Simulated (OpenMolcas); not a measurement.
**O: from CASSCF to CASPT2**

- Program: OpenMolcas 26.06
- Basis: ANO-R3 [4s4p2d1f]
- Scalar Hamiltonian: X2C, finite nucleus
- Active space: 6 electrons in 4 orbitals (2s 2p)
- State averaging: 2S+1 = 3 even, 3 roots; 2S+1 = 1 even, 6 roots
- Spin-orbit coupling: RASSI with atomic mean-field integrals over the reference wave functions, term energies averaged over their components

Methods on the same reference wave functions:
A. CASSCF
B. SS-CASPT2, IPEA 0.25 Eh, imaginary shift 0.1 Eh (closed shells correlated: 1s)

Energies in cm-1 above 2s2 2p4 3P2, the measured ground level; measured values from NIST Handbook of Basic Atomic Spectroscopic Data.

```
      Level      A      B  Measured
2s2 2p4 3P2    0.0    0.0       0.0
2s2 2p4 3P1    148    148       158
2s2 2p4 3P0    221    221       227
2s2 2p4 1D2  17661  15770     15868
2s2 2p4 1S0  31907  33070     33793
```

Deviations, from unrounded energies. A percentage is the sum of absolute deviations over the sum of measured energies, with the sign that they share, or ± where signs differ.

```tsv
Against measurement	Levels	A	B
mean absolute deviation (cm-1)	4	920	210
fine structure of the ground term (%)	2	-4.3	-4.2
other terms of the ground configuration (%)	2	±7.4	-1.7
```

B lies closest to measurement on these levels. The largest miss of B in the table is 2s2 2p4 1S0, by -720 cm-1. The ranking rests on the paired levels alone, and a cruder setting can come out closer through cancelling errors.

From A to B the spin-free energies of the other terms of 2s2 2p4 shown, above 3P, scale by factors of 0.89 to 1.04.

The lowest spin-free term lies below A's lowest term by 0.172 hartree in B.

CASPT2 does not keep the components of a term degenerate, so their means are used; among the terms shown or strongly mixed into the levels shown the widest spread is 81 cm-1 (2s2 2p4 1D, B). Without dynamic correlation excited terms often stand tens of per cent too high (terms of higher spin than the ground term too low), and those without a measured partner can miss by more than the paired ones (holds for A). Computed and measured levels are paired by configuration, term and J; levels that our copy of the source lacks, or whose pairing is in doubt (as where it misses far off the trend of its configuration), stay unpaired and out of the deviations. Levels of configurations outside the active space are missing.
